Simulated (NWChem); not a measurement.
Everything below was run with NWChem. System: 1,1,1,2-tetrafluoroethane (C2H2F4), charge 0, spin multiplicity 1, at a geometry optimised with PBE0/def2-SVP. Level: RHF/STO-3G.

Input file:

```
start mol
memory heap 200 mb stack 900 mb global 1100 mb
geometry units angstroms nocenter noautoz
  F      1.061064    -1.628904     0.000000
  C     -0.210460    -1.154838     0.000000
  C     -0.197196     0.358616     0.000000
  F      0.416434     0.843774     1.075932
  F      0.416434     0.843774    -1.075932
  F     -1.456187     0.804861     0.000000
  H     -0.746882    -1.497110     0.899390
  H     -0.746882    -1.497110    -0.899390
  symmetry group Cs
end
basis spherical
  * library sto-3g
end
scf
  rhf
  nopen 0
  maxiter 100
  thresh 1e-7
  semidirect memsize 60000000 filesize 0
end
task scf energy
```

Output (cleaned and shortened):

```
             Northwest Computational Chemistry Package (NWChem) 7.3.0
             --------------------------------------------------------

                                NWChem Input Module
                                -------------------

 Scaling coordinates for geometry "geometry" by  1.889725989
 (inverse scale =  0.529177249)

 Turning off AUTOSYM since
 SYMMETRY directive was detected!

                             Geometry "geometry" -> ""
                             -------------------------

 Output coordinates in angstroms (scale by  1.889725989 to convert to a.u.)

  No.       Tag          Charge          X              Y              Z
 ---- ---------------- ---------- -------------- -------------- --------------
    1 F                    9.0000     1.06106400    -1.62890400     0.00000000
    2 C                    6.0000    -0.21046000    -1.15483800     0.00000000
    3 C                    6.0000    -0.19719600     0.35861600     0.00000000
    4 F                    9.0000     0.41643400     0.84377400     1.07593200
    5 F                    9.0000     0.41643400     0.84377400    -1.07593200
    6 F                    9.0000    -1.45618700     0.80486100     0.00000000
    7 H                    1.0000    -0.74688200    -1.49711000     0.89939000
    8 H                    1.0000    -0.74688200    -1.49711000    -0.89939000

 Effective nuclear repulsion energy (a.u.)     273.4793488257

            Nuclear Dipole moment (a.u.)
            ----------------------------
        X                 Y               Z
 ---------------- ---------------- ----------------
     0.0000094486    -0.0000132281     0.0000000000

      Symmetry information
      --------------------

 Group name             Cs
 Group number              2
 Group order               2
 No. of unique centers     6

      Symmetry unique atoms

     1    2    3    4    6    7


 Summary of "ao basis" -> "" (spherical)
 ------------------------------------------------------------------------------
       Tag                 Description            Shells   Functions and Types
[...]
   Bfn.  Coefficient  Atom+Function         Bfn.  Coefficient  Atom+Function
  ----- ------------  ---------------      ----- ------------  ---------------
     4      0.530593  1 F  py                19     -0.391866  4 F  py
    24     -0.391866  5 F  py                29     -0.388346  6 F  py
     9     -0.372783  2 C  py                14      0.297738  3 C  py

 Vector   26  Occ=0.000000D+00  E= 5.082616D-01  Symmetry=a'
              MO Center= -4.1D-02, -4.9D-01, -2.3D-14, r^2= 2.0D+00
   Bfn.  Coefficient  Atom+Function         Bfn.  Coefficient  Atom+Function
  ----- ------------  ---------------      ----- ------------  ---------------
     8      0.662435  2 C  px                13      0.660705  3 C  px
     3      0.504159  1 F  px                28      0.385878  6 F  px
     2     -0.335663  1 F  s                 27      0.275667  6 F  s
     4     -0.224049  1 F  py                20      0.224063  4 F  pz
    25     -0.224063  5 F  pz                31      0.218522  7 H  s

 Vector   27  Occ=0.000000D+00  E= 5.500622D-01  Symmetry=a"
              MO Center= -2.4D-01, -2.4D-01,  2.4D-14, r^2= 2.0D+00
   Bfn.  Coefficient  Atom+Function         Bfn.  Coefficient  Atom+Function
  ----- ------------  ---------------      ----- ------------  ---------------
    15      0.803135  3 C  pz                10      0.579094  2 C  pz
    31     -0.556820  7 H  s                 32      0.556820  8 H  s
    17     -0.279929  4 F  s                 22      0.279929  5 F  s
    20      0.277780  4 F  pz                25      0.277780  5 F  pz
    18      0.260801  4 F  px                23     -0.260801  5 F  px

 Vector   28  Occ=0.000000D+00  E= 6.239765D-01  Symmetry=a'
              MO Center= -2.4D-01, -6.5D-01, -5.1D-16, r^2= 1.3D+00
   Bfn.  Coefficient  Atom+Function         Bfn.  Coefficient  Atom+Function
  ----- ------------  ---------------      ----- ------------  ---------------
     9      1.046622  2 C  py                14      0.888442  3 C  py
    12     -0.521620  3 C  s                 31      0.355907  7 H  s
    32      0.355907  8 H  s                  8      0.196252  2 C  px

 center of mass
 --------------
 x =   0.03555197 y =   0.07100464 z =   0.00000000

 moments of inertia (a.u.)
 ------------------
         561.748669060163         133.922432715402           0.000000000000
         133.922432715402         414.127941168126           0.000000000000
           0.000000000000           0.000000000000         650.076363859257

  Mulliken analysis of the total density
  --------------------------------------

    Atom       Charge   Shell Charges
 -----------   ------   -------------------------------------------------------
    1 F    9     9.14   2.00  1.94  5.20
    2 C    6     6.00   1.99  1.18  2.83
    3 C    6     5.54   1.99  1.09  2.46
    4 F    9     9.16   2.00  1.94  5.22
    5 F    9     9.16   2.00  1.94  5.22
    6 F    9     9.16   2.00  1.94  5.22
    7 H    1     0.92   0.92
    8 H    1     0.92   0.92

       Multipole analysis of the density wrt the origin
       ------------------------------------------------

     L   x y z        total         open         nuclear
     -   - - -        -----         ----         -------
     0   0 0 0     -0.000000      0.000000     50.000000

     1   1 0 0     -0.383604      0.000000      0.000009
     1   0 1 0     -0.370171      0.000000     -0.000013
     1   0 0 1      0.000000      0.000000      0.000000

     2   2 0 0    -22.074881      0.000000    121.249386
     2   1 1 0      1.497774      0.000000    -58.952979
     2   1 0 1      0.000000      0.000000      0.000000
     2   0 2 0    -21.284147      0.000000    199.199544
     2   0 1 1     -0.000000      0.000000      0.000000
     2   0 0 2    -21.050164      0.000000     80.188745

 Task  times  cpu:        0.2s     wall:        0.2s

 Total times  cpu:        0.2s     wall:        0.2s
```
